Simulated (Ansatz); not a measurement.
Input for Ansatz (a first-principles code): R-CCSD(T)/aug-cc-pVDZ on HBr (SMILES Br) with ghost functions, monomers drawn apart or pushed together. The run froze 14 orbitals, filled d shells among them.

Ansatz 0.2 input:
```yaml
crystal:
  periodic: [false, false, false]
  atoms:
    - {symbol: Br, position_ang: [-1.06166790, -0.23756779, 3.82675919]}
    - {symbol: H, position_ang: [-0.75066671, -0.22281977, 2.42145403]}
basis:
  gaussian:
    orbitals: aug-cc-pVDZ
    ghost_atoms:
      - {symbol: As, position_ang: [-0.24589795, -0.19971429, 0.14388447]}
      - {symbol: H, position_ang: [-0.93105301, 0.73324079, -0.84218941]}
      - {symbol: H, position_ang: [-0.41634523, -1.41915382, -0.74823450]}
      - {symbol: H, position_ang: [1.14502960, 0.10943673, -0.38686969]}
magnetization: {spin_polarized: false}
correlation: {method: ccsd_t, electrons: outside_noble_gas}
scf: {lower_state_search: off}
```

Output:

```
WARN ansatz: RAYON_NUM_THREADS=1 ignored (pool sized by the plan → 1); use --threads N
Functional definition: HF
these checks for a lower state are left out or cut short: stability, starts, cluster_reference, orbital_swaps, neighbouring_geometries, increment
integrals: 0.14 GiB planned
929 factors; integrals over basis functions are off by at most 7.7e-4 eV
mean field: 0.26 GiB planned
mean field evaluation 1: about -70013.8098 eV, gradient 9.1e0 eV
mean field evaluation 2: about -70013.8103 eV, gradient 9.1e0 eV
mean field evaluation 4: about -70014.1719 eV, gradient 8.8e-1 eV
mean field evaluation 8: about -70014.1777 eV, gradient 3.1e-4 eV
mean field -70014.17769924 eV, -2572.9735731331 hartree, gradient 1.2e-6 eV, S^2 0.000000; 0 other end points of the search recorded, 0 dependent functions left out
14 core orbitals not correlated
reference -70014.17769924 eV, -2572.9735731331 hartree; 4, 4 occupied and 90, 90 virtual orbitals, 929 factors
second order -3.66623111 eV of doubles, -0.00000000 eV of singles
coupled cluster: 0.36 GiB planned
cycle   1  -3.99765422 eV  change   -3.3e-1 eV  update   3.9e-2
cycle   2  -4.09294996 eV  change   -9.5e-2 eV  update   1.2e-2
cycle   3  -4.10035369 eV  change   -7.4e-3 eV  update   2.9e-3
cycle   4  -4.10013751 eV  change    2.2e-4 eV  update   6.8e-4
cycle   5  -4.09997837 eV  change    1.6e-4 eV  update   1.7e-4
cycle   6  -4.09996304 eV  change    1.5e-5 eV  update   5.2e-5
cycle   7  -4.09996627 eV  change   -3.2e-6 eV  update   1.7e-5
cycle   8  -4.09996745 eV  change   -1.2e-6 eV  update   5.1e-6
perturbative correction -0.09379048 eV, -0.0034467366 hartree
Total energy: -70018.37145717 eV, -2573.1276908944 hartree
Checks for a lower state left out: stability, starts, cluster_reference, orbital_swaps, neighbouring_geometries, increment
```

The run converged.

Cost: very roughly 6 core-seconds.
